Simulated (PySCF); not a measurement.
# Correlation energy of Xe⁺ (xenon, charge +1)

[Kr] 4d10 5s2 5p5, 2P determinant. Calculation: PySCF 2.14, in aug-cc-pVQZ-PP with ECP28MDF (7s7p5d3f2g, 92 functions); a scalar-relativistic core potential. Frozen: 4s2 4p6 4d10; 7 electrons correlated.

```json
{"level": "CCSD", "correlation energy (mhartree)": "-153.80"}
{"level": "(T)", "correlation energy (mhartree)": "-4.92"}
{"level": "CCSD(T)", "correlation energy (mhartree)": "-158.72"}
```

Diagnostics: T1 = 0.0065, D1 = 0.0199, largest double amplitude 0.033.

Cost of the coupled-cluster step: about 40 core-seconds, for 7 correlated electrons.
